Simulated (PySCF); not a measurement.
## CdSi: energy against distance

Set-up: basis Cd def2-SVPD with ECP28, Si def2-SVPD; scalar-relativistic core potentials; PySCF 2.14. Energies in eV from Cd + Si in their ground configurations at the same level. All curves are PBE0. state 1: ³Σ⁻ (triplet), unpaired electrons π ↑↑; state 2: Ms = 0 determinant of mixed spin (⟨S²⟩ near 1.0), unpaired electrons π ↑↓, a mixture of terms (⟨Lz²⟩ = 2.0), a second solution, started from another occupation; state 3: ³Π (triplet), unpaired electrons σ ↑, π ↑, a second solution, started from another occupation; state 4: Ms = 0 determinant of mixed spin (⟨S²⟩ near 1.0), unpaired electrons σ ↓, π ↑, a second solution, started from another occupation.

```csv
R (Å),state 1,state 2,state 3,state 4
2.223,-0.3602,-0.1033,0.8554,0.9701
2.326,-0.6203,-0.3601,0.4416,0.5582
2.430,-0.7555,-0.4920,0.1712,0.2926
2.507,-0.8001,-0.5341,0.0362,0.1628
2.585,-0.8107,-0.5423,-0.0565,0.0769
2.663,-0.7971,-0.5265,-0.1174,0.0243
2.766,-0.7540,-0.4807,-0.1633,-0.0090
2.895,-0.6778,-0.4018,-0.1840,-0.0121
3.050,-0.5744,-0.2959,-0.1797,0.0142
3.257,-0.4405,-0.1598,-0.1549,0.0660
```

Question: Put a parabola through the three lowest points of the state 1 curve and estimate Re, k and ωe (reduced mass 22.46 u; 1 eV/Å² = 0.16022 mdyn/Å; ωe = 1302.8·√(k/μ) cm⁻¹).

Answer: Through R = 2.507, 2.585, 2.663 Å the second-order coefficient is 1.99 eV/Å², so Re ≈ 2.580 Å, k ≈ 0.637 mdyn/Å and ωe ≈ 219 cm⁻¹. A polynomial fit of higher order to the unrounded PBE0 energies gives Re = 2.576 Å, k = 0.668 mdyn/Å, ωe = 225 cm⁻¹; anharmonicity and rounding make the difference.

The higher-order fit for each curve: state 1: Re = 2.576 Å, ωe = 225 cm⁻¹, De = 0.81 eV; state 2: Re = 2.568 Å, ωe = 228 cm⁻¹, minimum 0.54 eV below the ground-state fragments; state 3: Re = 2.939 Å, ωe = 113 cm⁻¹, minimum 0.185 eV below the ground-state fragments; state 4: Re = 2.840 Å, ωe = 150 cm⁻¹, minimum 0.015 eV below the ground-state fragments.

Spin–orbit coupling is left out. The state was picked by a PBE0 search and need not be the measured ground state.
